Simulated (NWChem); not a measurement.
Molecule: C2H8Si2; SMILES [SiH3]/C=C/[SiH3]

```xyz
12

Si    -0.0253    -2.3213     0.0000
C      0.4441    -0.5053     0.0000
C     -0.4441     0.5053     0.0000
Si     0.0253     2.3213     0.0000
H     -1.5144    -2.4434     0.0000
H      0.5298    -3.0093    -1.2068
H      0.5298    -3.0093     1.2068
H      1.5164    -0.2576     0.0000
H     -1.5164     0.2576     0.0000
H     -0.5298     3.0093     1.2068
H     -0.5298     3.0093    -1.2068
H      1.5144     2.4434     0.0000
```
Atoms are numbered in this order, from 1.

Program: NWChem. Pople sets run with spherical d functions. STO-3G and 3-21G are far too small for this property and stand as cheap habits. The geometry was optimised at PBE0/def2-SVP. GIAO values for the isolated, static molecule; σ is the absolute isotropic shielding, δ = σ(reference) − σ with the isolated reference molecule computed at the same levels (13C: tetramethylsilane, 1H: tetramethylsilane, 29Si: tetramethylsilane).

For level Hartree-Fock/6-31G*:

| Quantity | Result |
|---|---|
| δ Si1 (ppm) | -41.2 |
| δ C2 (ppm) | 145.0 |
| δ H5 (rotor mean) (ppm) | 4.30 |
| δ H8 (ppm) | 6.86 |

**Question.** What are these values for level Hartree-Fock/STO-3G?

**Answer.** 
| Quantity | Result |
|---|---|
| δ Si1 (ppm) | -58.7 |
| δ C2 (ppm) | 132.1 |
| δ H5 (rotor mean) (ppm) | 1.75 |
| δ H8 (ppm) | 6.34 |
